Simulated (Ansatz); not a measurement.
## How methods differ on GeH2ClO (SMILES [O][GeH2][Cl])

GeH2ClO: 5 atoms, total charge 0, spin state doublet. SMILES: `[O][GeH2][Cl]`. Geometry: optimised at wB97X-V/def2-SVP.

Each level gives the adiabatic electron affinity (to the singlet anion, shapes relaxed at wB97X-V/def2-SVP, no zero-point term) (eV). The values are calculated.

The electron affinity is E(neutral) − E(anion): positive where the electron is bound.

| level | kind | program | value (eV) | CPU time (all runs) |
| --- | --- | --- | --- | --- |
| UHF/def2-TZVPP | Hartree–Fock | Ansatz | 1.41 | 18 s |
| UPBE/def2-TZVPP | GGA | Ansatz | 3.32 | 9 s |
| U-r2SCAN/def2-TZVPP | meta-GGA | Ansatz | 3.19 | 17 s |
| UB3LYP/def2-TZVPP | global hybrid | Ansatz | 3.27 | 14 s |
| UPBE0-D4/def2-TZVPP | global hybrid | Ansatz | 3.15 | 15 s |
| U-wB97M-V/def2-TZVPP | range-separated hybrid | Ansatz | 3.20 | 38 s |
| UMP2/def2-TZVPP | perturbation theory | Ansatz | 3.57 | 13 s |

All-electron rows without a relativistic Hamiltonian named are non-relativistic. The values span 1.41 to 3.57 eV. In the correlated wave-function rows the outer d shell of Ge is correlated, in sets not made for it. Times are those of the runs behind each value, whatever else they computed, on shared processors of several kinds: orders of magnitude only.
